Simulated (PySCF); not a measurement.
An unknown gives this computed stick spectrum. Theory: TDDFT wB97X-D/def2-SVPD, vertical, gas phase, core orbitals frozen in the response (PySCF). Geometries: GFN2-xTB, one conformer each.

```csv
state,ν̃ (cm⁻¹),f,"main configurations (H = HOMO, L = LUMO)"
S1,29190,0.0008,H→L (94%)
S2,48010,0.587,H-1→L (86%)
S3,50320,0.073,H-2→L (87%)
S4,51370,0.0077,H→L+1 (97%)
S5,53330,0.0046,"H→L+3 (74%), H→L+5 (8%)"
S6,54450,0.024,"H-3→L+1 (44%), H-2→L+1 (20%), H-1→L+1 (15%)"
S7,55720,0.014,"H→L+2 (41%), H→L+4 (26%), H→L+7 (9%)"
S8,57440,0.098,"H-3→L (80%), H-2→L+1 (10%)"
```

Triplets computed (Tamm–Dancoff): 3.14, 3.60, 4.48 eV.

Task: Which structure fits? All have the formula C5H9NSi.
A. `N#C[SiH]1CCCC1`
B. `C([SiH2]/N=C\C=C)=C`
C. `C=N[Si@@H](C)C#CC`
D. `N#CC[C@@H]1CC[SiH2]1`

Result: B. Its S1, at 3.62 eV, is the lowest among the candidates; the nearest of the others has S1 at 4.06 eV. S1 is HOMO→LUMO (94%). Löwdin shares by element: HOMO nitrogen 56%, carbon 19% or more, silicon 11%; LUMO carbon 61% or more, nitrogen 23% (atoms not listed hold the other 16%). At the same level the other candidates give, for their lowest levels:
- `N#CC[C@@H]1CC[SiH2]1`: 7.17 eV (f 0.023); 7.32 eV (f 0.064); 7.57 eV (f 0.020); 7.86 eV (f 0.004); 7.90 eV (f 0.011); T1 6.44 eV; HOMO -10.01, LUMO 1.57 eV
- `N#C[SiH]1CCCC1`: 7.08 eV (f 0.001); 7.32 eV (f 0.069); 7.37 eV (f 0.017); 7.98 eV (f 0.004); 8.03 eV (f 0.166); T1 6.02 eV; HOMO -10.42, LUMO 1.32 eV
- `C=N[Si@@H](C)C#CC`: 4.06 eV (f 0.000); 6.02 eV (f 0.002); 6.30 eV (f 0.008); 6.39 eV (f 0.001); 6.60 eV (f 0.036); T1 3.50 eV; HOMO -8.75, LUMO 1.09 eV

Conformer computed: `[CH2:1]=[CH:2]/[CH:3]=[N:4]\[SiH2:5][CH:6]=[CH2:7]`: C1–C2–C3–N4 178°, C3–N4–Si5–C6 -97°, N4–Si5–C6–C7 23°.
